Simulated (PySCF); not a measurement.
C5H5F, SMILES C=C=CC(=C)F.

The structure is a stationary point at PBE-D3(BJ)/def2-SVP. This is a generated structure with no PubChem entry under its InChIKey; it may be hypothetical. The values are those of a single conformer.

Two levels are set side by side: TDA-PBE/def2-SVPD (PySCF) and TDA-B3LYP/def2-SVPD (PySCF). Vertical, same geometry. The lowest singlet is HOMO→LUMO+1 95 % with PBE and HOMO→LUMO+1 86 % with the other functional; states are paired by order. Differences are taken from unrounded values.

```tsv
quantity	TDA-B3LYP	TDA-PBE	TDA-PBE minus TDA-B3LYP
lowest singlet excitation (eV)	5.04	4.69	-0.35
lowest triplet excitation (TDA) (eV)	3.19	3.16	-0.03
first bright state (f over 0.05) (eV)	5.99	5.71	-0.28
its oscillator strength	1.08	0.65	-0.43
```

Functionals without exact exchange tend to place singlet excitations lower, as here. Differences between two approximate levels are no errors against the true value.

Rough cost on one machine, each run with all the roots and properties that it gave: TDA-B3LYP against TDA-PBE within a factor of 2.
